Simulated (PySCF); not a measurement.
Molecule: 1,3,5,7-octatetrayne (SMILES C#CC#CC#CC#C).

Cartesian coordinates in Å; atom numbers follow the order of the lines, from 1:
```xyz
10

C     4.3870   -0.7160    0.2063
C     3.1952   -0.5206    0.2202
C     1.8654   -0.3029    0.2358
C     0.6612   -0.1068    0.2513
C    -0.6596    0.1088    0.2677
C    -1.8637    0.3052    0.2836
C    -3.1932    0.5225    0.3002
C    -4.3852    0.7161    0.3159
H     5.4213   -0.8862    0.1954
H    -5.4194    0.8846    0.3299
```

Frames of a GFN2-xTB Langevin trajectory at 600 K; GIAO PBE0/pcSseg-1 shieldings in PySCF 2.14, gas phase, non-relativistic; equivalent atoms averaged within each frame.

Chemical shifts δ = σref − σ; ¹³C (σref 186.93), ¹H (σref 31.72) against TMS, all at this level. The references are static minima.

Problem. How do the shifts (ppm) fluctuate along the trajectory?

Solution. 
| time (fs) | C1/C8 | C2/C7 | C3/C6 | C4/C5 | H9/H10 |
| --- | --- | --- | --- | --- | --- |
| 250 | 83.4 | 75.9 | 72.7 | 70.9 | 4.24 |
| 425 | 78.2 | 77.9 | 72.5 | 75.5 | 1.97 |
| 625 | 80.6 | 82.5 | 74.4 | 75.9 | 2.31 |
| 800 | 89.3 | 78.5 | 79.6 | 72.1 | 3.71 |
| 1000 | 80.5 | 84.2 | 75.2 | 78.4 | 2.01 |
| mean of frames | 82.4 | 79.8 | 74.9 | 74.5 | 2.85 |
| standard deviation | 4.3 | 3.4 | 2.9 | 3.0 | 1.06 |

5 frames give an uncertainty of the mean of about the standard deviation over 2.2 at best, since frames this close in time may not be independent; classical motion lacks zero-point vibration, and the reference would need the same averaging.
